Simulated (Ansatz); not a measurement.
Molecule: CsLi, net charge 0, singlet state. SMILES: [Li][Cs]
Coordinates optimised at B3LYP-D3(BJ)/def2-TZVP (Ansatz, a program for electronic structure):
```
Cs
Li 1 3.7473
```

Quantity: size of the dipole moment, in D. Set-up: def2 sets with scalar-relativistic core potentials past Kr; spin-orbit terms left out; LANL2DZ with its own core potentials from Na on; STO-3G and 3-21G all-electron and non-relativistic; 6-31G* and kin with 6d, 5d where marked. First-principles rows: single points at B3LYP-D3(BJ) geometries (Ansatz).

```json
[
 {"level": "B3LYP/3-21G", "program": "Ansatz", "size of the dipole moment (D)": "5.28"},
 {"level": "B3LYP/LANL2DZ", "program": "Ansatz", "size of the dipole moment (D)": "4.38"},
 {"level": "B3LYP/def2-SVP", "program": "Ansatz", "size of the dipole moment (D)": "4.00"},
 {"level": "B3LYP/6-31G* with LANL2DZ past Ar", "program": "Ansatz", "size of the dipole moment (D)": "4.26"}
]
```

No value to compare with is used here. The 4 habitual levels span 4.00 (B3LYP/def2-SVP) to 5.28 D (B3LYP/3-21G).

The sets are all those run for this method; left out are runs that failed, that the program found above a lower state of the same kind, or whose <S^2> lies over 0.5 above the pure value.
